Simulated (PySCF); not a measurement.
# One molecule, several mistakes: CH7N2Si cation

Calculated results; nothing here was measured. They come from PySCF 2.14.0, an open-source quantum chemistry program, on an isolated molecule that a program drew, which may never have been made. The molecule is CH7N2Si cation (charge +1, singlet), drawn as the SMILES string `CN[SiH+]N`.

Each row is a Hartree-Fock (HF) and frozen-core CCSD(T) single point in the cc-pV(D+d)Z basis, meant for a local HF minimum. Run 1 is clean. Each other run has one planted mistake out of seven kinds, and not every kind appears here: one electron removed, one electron added, multiplicity raised by two, geometry at a saddle point, minimal basis STO-3G, one bond length entered in bohr, all coordinates scaled. The reference is restricted for singlets and unrestricted otherwise, and also for a bond in bohr. Adding or removing an electron swaps singlet and doublet. Electrons count all cores. HOMO and LUMO are orbital energies over both spins, the gradient is its largest component, and the lowest frequency (negative if imaginary) is given only where the gradient is small. Bond lengths are over the 10 bonds as drawn. T1 is the CCSD diagnostic: over 0.02 (restricted) or 0.045 (unrestricted) a single reference is doubtful.

Geometry of the clean run:
```xyz
11
CH7N2Si cation, angstrom
C    -2.4266   -1.9770   -0.2959
N    -1.4591   -0.9904   -0.8089
Si   -0.3242   -0.1150   -0.0280
N    -0.0650   -0.2066    1.5865
H    -3.4400   -1.6420   -0.5050
H    -2.3116   -2.0893    0.7796
H    -2.2541   -2.9416   -0.7677
H    -1.5262   -0.8488   -1.8035
H     0.5033    0.7956   -0.8006
H    -0.5640   -0.7916    2.2328
H     0.6424    0.3455    2.0410
```

| run | electrons | basis functions | <S^2> | HOMO (eV) | LUMO (eV) | gradient (hartree/bohr) | lowest frequency (cm^-1) | mean bond (Å) | longest bond (Å) | T1 | HF (hartree) | CCSD(T) (hartree) | mistake |
|---|---|---|---|---|---|---|---|---|---|---|---|---|---|
| 1 | 40 | 100 | 0.000 | -16.26 | -2.39 | 1.6e-05 | 111 | 1.2477 | 1.638 | 0.0131 | -439.60366 | -440.23016 | no fault |
| 2 | 40 | 100 | 0.673 | -16.08 | -4.21 | 2.3e-02 | - | 1.3370 | 1.898 | 0.0602 | -439.44601 | -440.07754 | one bond length entered in bohr |
| 3 | 40 | 100 | 2.036 | -10.33 | -6.02 | 1.2e-01 | - | 1.2477 | 1.638 | 0.0421 | -439.42491 | -440.02993 | multiplicity raised by two |
| 4 | 40 | 100 | 0.000 | -16.63 | -1.97 | 6.8e-02 | - | 1.1741 | 1.541 | 0.0109 | -439.55588 | -440.16636 | ? |
| 5 | 40 | 31 | 0.000 | -14.45 | 0.39 | 1.6e-02 | - | 1.2477 | 1.638 | 0.0197 | -434.43473 | -434.68537 | ? |

**Which mistake was planted in run 4, and what did it cost?**

The mean and the longest bond both change by the same factor, 0.941, and the gradient is no longer small. So the mistake is: all coordinates scaled. Subtracting run 1 and multiplying by 627.51 kcal/mol a hartree, the energy moved by 30.0 kcal/mol in HF and 40.0 kcal/mol in CCSD(T).

**Which mistake was planted in run 5, and what did it cost?**

It has 31 basis functions where the clean run has 100, with the same electrons and geometry. So the mistake is: minimal basis STO-3G. Subtracting run 1 and multiplying by 627.51 kcal/mol a hartree, the energy moved by 3243.6 kcal/mol in HF and 3479.4 kcal/mol in CCSD(T).

Cautions from the logs. Run 2: T1 is over the limit, so its CCSD(T) energy is less reliable.
